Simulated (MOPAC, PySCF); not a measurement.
[Ti(OH)3(H)], neutral singlet in the gas phase. 

Cartesian coordinates (Å):
```xyz
8

Ti    -0.0440     0.1711    -0.0336
O     -1.4068     1.0355    -0.7830
H     -1.8691     0.9796    -1.6276
O      1.0223     1.2245     0.9250
H      0.9768     2.1336     1.2439
O      0.8335    -0.8852    -1.1650
H      1.7589    -1.1198    -1.3018
H     -0.7561    -0.8840     1.0959
```
Charge 0, multiplicity 1.

All levels are single points at this geometry (r2SCAN-D4/def2-SVP); Pople sets use spherical d functions. Orbital energies aren't observables, and empty levels follow the basis.

TPSSh-D3(BJ)/def2-TZVP in PySCF gives HOMO (eV) = -7.35.

**Question.** Estimate the HOMO (eV) from each of these levels: PBE-D3(BJ)/def2-TZVP in PySCF; B3LYP/3-21G in PySCF; B3LYP/6-311+G** (LANL2DZ on Ti) in PySCF; B3LYP/6-31G* (LANL2DZ on Ti) in PySCF; B3LYP/LANL2DZ in PySCF; PBE/6-31G* (LANL2DZ on Ti) in PySCF; SVWN5/6-31G* (LANL2DZ on Ti) in PySCF; HF/3-21G in PySCF; HF/6-31G* (LANL2DZ on Ti) in PySCF; HF/STO-3G in PySCF; PM6 in MOPAC; PM7 in MOPAC.

**Answer.** 
```csv
level,HOMO (eV)
PBE-D3(BJ)/def2-TZVP in PySCF,-6.55
B3LYP/3-21G in PySCF,-7.43
B3LYP/6-311+G** (LANL2DZ on Ti) in PySCF,-8.05
B3LYP/6-31G* (LANL2DZ on Ti) in PySCF,-7.82
B3LYP/LANL2DZ in PySCF,-7.95
PBE/6-31G* (LANL2DZ on Ti) in PySCF,-6.51
SVWN5/6-31G* (LANL2DZ on Ti) in PySCF,-6.56
HF/3-21G in PySCF,-11.48
HF/6-31G* (LANL2DZ on Ti) in PySCF,-11.72
HF/STO-3G in PySCF,-9.22
PM6 in MOPAC,-9.48
PM7 in MOPAC,-10.64
```
